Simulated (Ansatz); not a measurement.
Ideal-gas functions of BH$_{5}$OSSi, SMILES `OBS[SiH3]` at 500 K and 1 bar, from an Ansatz frequency run at PBE0-D4/def2-TZVP.

Molar mass 92.0 g/mol, point group C1 (symmetry number 1), electronic degeneracy 1, moments of inertia 74.047, 162.955, 231.037 u Å². Harmonic wavenumbers (cm⁻¹, unscaled): 52, 162, 181, 402, 513, 619, 632, 643, 706, 861, 929, 939, 958, 1017, 1163, 1359, 2183, 2243, 2256, 2653, 3797.

Use S(trans) = R[1.5 ln M + 2.5 ln T − 1.1517]; rotational temperatures θ = 24.2544 K / I; S(rot) = R[ln(√π/σ · √(T³/θAθBθC)) + 1.5]; for each mode x = 1.438777 ν̃/T, S = R[x/(eˣ − 1) − ln(1 − e⁻ˣ)] and H = RT x/(eˣ − 1); 1 cm⁻¹ = 0.0119627 kJ/mol; R = 8.31446 J/(mol·K).

Task: By hand: the entropy, in J/(mol·K).

Result: Translation 176.0. Rotation: θ = 0.3276, 0.1488, 0.105 K, giving 116.7. Vibration, mode by mode: 24.12, 14.74, 13.83, 7.55, 5.79, 4.53, 4.40, 4.29, 3.72, 2.62, 2.24, 2.19, 2.10, 1.84, 1.31, 0.83, 0.11, 0.10, 0.09, 0.03, 0.00, in all 96.4. Electronic 0.0. Sum 389.1 J/(mol·K).

Task: By hand: H − E and G − E in kJ/mol, counted from the electronic energy.

Result: Zero-point energy ½ × 24268 × 0.0119627 = 145.2; thermal vibration 25.0; translation, rotation and pV give 4 RT = 16.6. H − E = 186.8 kJ/mol, and G − E = 186.8 − 500 × 389.1/1000 = -7.8 kJ/mol.

Vibration gives 25 % of the entropy, 24.1 J/(mol·K) of it from the mode under 150 cm⁻¹: soft modes count most, and the harmonic formula is weakest for them. The sum counts one conformer and one mirror image; others add a mixing term.
